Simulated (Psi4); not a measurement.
tert-butylthiol (C4H10S), singlet, geometry from GFN2-xTB; FNO-CCSD(T)/STO-3G run with Psi4 1.11.

Here is a job for Psi4.
```
memory 2 GB

molecule {
0 1
C    -0.28728591    1.20823473   -1.11264235
C    -0.25309893   -0.04926139   -0.25443164
C     0.15383757   -1.26781817   -1.07205804
C    -1.59391997   -0.27688702    0.43190663
S     0.98570354    0.19379041    1.10925437
H    -1.05113059    1.11037707   -1.88238910
H    -0.51895782    2.07888926   -0.50319583
H     0.67220764    1.37358002   -1.59965358
H     0.23356972   -2.14509353   -0.43396168
H    -0.59245319   -1.46420702   -1.84018979
H     1.11415571   -1.10710133   -1.55899341
H    -1.54863534   -1.15449171    1.07316198
H    -1.85805211    0.58228339    1.04469498
H    -2.37350079   -0.42797162   -0.31227422
H     2.03434358    0.36748006    0.30808310
}

set {
  basis sto-3g
}

energy('fno-ccsd(t)')
print_variables()
```

The log (banner, timings and long lists left out):

```
   => Loading Basis Set <=

    Name: STO-3G
    Role: ORBITAL
    Keyword: BASIS

         ---------------------------------------------------------
                                   SCF
               by Justin Turney, Rob Parrish, Andy Simmonett
                          and Daniel G. A. Smith
                              RHF Reference
         ---------------------------------------------------------

  ==> Geometry <==

    Molecular point group: c1
    Full point group: C1

    Geometry (in Angstrom), charge = 0, multiplicity = 1:

       Center              X                  Y                   Z               Mass
    ------------   -----------------  -----------------  -----------------  -----------------
         C           -0.329823197292     1.199631865683    -1.175152928818    12.000000000000
         C           -0.295636217292    -0.057864254317    -0.316942218818    12.000000000000
         C            0.111300282708    -1.276421034317    -1.134568618818    12.000000000000
         C           -1.636457257292    -0.285489884317     0.369396051182    12.000000000000
         S            0.943166252708     0.185187545683     1.046743791182    31.972071174400
         H           -1.093667877292     1.101774205683    -1.944899678818     1.007825032230
         H           -0.561495107292     2.070286395683    -0.565706408818     1.007825032230
         H            0.629670352708     1.364977155683    -1.662164158818     1.007825032230
         H            0.191032432708    -2.153696394317    -0.496472258818     1.007825032230
         H           -0.634990477292    -1.472809884317    -1.902700368818     1.007825032230
         H            1.071618422708    -1.115704194317    -1.621503988818     1.007825032230
         H           -1.591172627292    -1.163094574317     1.010651401182     1.007825032230
         H           -1.900589397292     0.573680525683     0.982184401182     1.007825032230
         H           -2.416038077292    -0.436574484317    -0.374784798818     1.007825032230
         H            1.991806292708     0.358877195683     0.245572521182     1.007825032230

  Running in c1 symmetry.

  Rotational constants: A =      0.15011  B =      0.10041  C =      0.09959 [cm^-1]
  Rotational constants: A =   4500.13444  B =   3010.33484  C =   2985.63142 [MHz]
  Nuclear repulsion =  245.545503717261624

  Charge       = 0
  Multiplicity = 1
  Electrons    = 50
  Nalpha       = 25
  Nbeta        = 25

  ==> Algorithm <==

  SCF Algorithm Type is PK.
  DIIS enabled.
  MOM disabled.
  Fractional occupation disabled.
  Guess Type is SAD.
  Energy threshold   = 1.00e-08
  Density threshold  = 1.00e-08
  Integral threshold = 1.00e-12

  ==> Primary Basis <==

  Basis Set: STO-3G
    Blend: STO-3G
    Number of shells: 27
    Number of basis functions: 39
    Number of Cartesian functions: 39
    Spherical Harmonics?: true
    Max angular momentum: 1

  ==> Integral Setup <==

  Using in-core PK algorithm.
   Calculation information:
      Number of atoms:                  15
      Number of AO shells:              27
      Number of primitives:             81
      Number of atomic orbitals:        39
      Number of basis functions:        39

      Integral cutoff                 1.00e-12
      Number of threads:                 1

  Performing in-core PK
  Using 609180 doubles for integral storage.
  We computed 66691 shell quartets total.
  Whereas there are 71631 unique shell quartets.

  ==> DiskJK: Disk-Based J/K Matrices <==

    J tasked:                  Yes
    K tasked:                  Yes
    wK tasked:                  No
    Schwarz Cutoff:          1E-12

  Minimum eigenvalue in the overlap matrix is 2.0306512047E-01.
  Reciprocal condition number of the overlap matrix is 7.8436397213E-02.
    Using symmetric orthogonalization.

  ==> Pre-Iterations <==

  SCF Guess: Superposition of Atomic Densities via on-the-fly atomic UHF (no occupation information).

   -------------------------
[...]
   @RHF iter   8:  -548.63243244551302   -1.87811e-10   2.89135e-08 DIIS
   @RHF iter   9:  -548.63243244551427   -1.25056e-12   4.64988e-09 DIIS
  Energy and wave function converged.

  ==> Post-Iterations <==

    Orbital Energies [Eh]
    ---------------------

    Doubly Occupied:

[...]
      25A     -0.252502

    Virtual:

[...]
    Final Occupation by Irrep:
              A
    DOCC [    25 ]
    NA   [    25 ]
    NB   [    25 ]

  @RHF Final Energy:  -548.63243244551427

   => Energetics <=

    Nuclear Repulsion Energy =            245.5455037172616244
    One-Electron Energy =               -1244.5993646637598431
    Two-Electron Energy =                 450.4214285009838932
    Total Energy =                       -548.6324324455142687

Computation Completed

Properties will be evaluated at   0.000000,   0.000000,   0.000000 [a0]

Properties computed using the SCF density matrix

 Multipole Moments:

 ------------------------------------------------------------------------------------
     Multipole            Electronic (a.u.)      Nuclear  (a.u.)        Total (a.u.)
 ------------------------------------------------------------------------------------

 L = 1.  Multiply by 2.5417464519 to convert [e a0] to [Debye]
 Dipole X            :          3.9573079           -4.0191911           -0.0618833
 Dipole Y            :          0.7951282           -0.8128528           -0.0177246
 Dipole Z            :          5.4976429           -5.9063938           -0.4087509
 Magnitude           :                                                    0.4137885

 ------------------------------------------------------------------------------------

 MINTS: Wrapper to libmints.
   by Justin Turney

   Calculation information:
      Number of threads:                 1
      Number of atoms:                  15
      Number of AO shells:              27
      Number of SO shells:              27
      Number of primitives:             81
      Number of atomic orbitals:        39
      Number of basis functions:        39

      Number of irreps:                  1
      Integral cutoff                 1.00e-12
      Number of functions per irrep: [  39 ]

 OEINTS: Overlap, kinetic, potential, dipole, and quadrupole integrals
         stored in file 35.

      Computed 288360 non-zero two-electron integrals.
        Stored in file 33.

Traceback (most recent call last):
  File "psi4", line 375, in <module>
  File "<string>", line 35, in <module>
  File "site-packages/psi4/driver/driver.py", line 533, in energy
  File "site-packages/psi4/driver/procrouting/proc.py", line 939, in select_fnoccsd_t_
  File "site-packages/psi4/driver/procrouting/proc.py", line 5712, in run_fnocc

RuntimeError:
Fatal Error: ndocc must be less than nvirt
The most recent 5 function calls were:

psi::PsiException::PsiException(std::__cxx11::basic_string<char, std::char_traits<char>, std::allocator<char> >, char const*, int)

Printing out the relevant lines from the Psithon --> Python processed input file:
    H    -2.37350079   -0.42797162   -0.31227422
    H     2.03434358    0.36748006    0.30808310
    """)
    core.IO.set_default_namespace("")
    core.set_global_option("BASIS", "sto-3g")
--> energy('fno-ccsd(t)')
    print_variables()

!----------------------------------------------------------------------------------!
!                                                                                  !
! Fatal Error: ndocc must be less than nvirt                                       !
! The most recent 5 function calls were:                                           !
! psi::PsiException::PsiException(std::__cxx11::basic_string<char,                 !
!     std::char_traits<char>, std::allocator<char> >, char const*, int)            !
!                                                                                  !
!----------------------------------------------------------------------------------!
```

The run crashed.
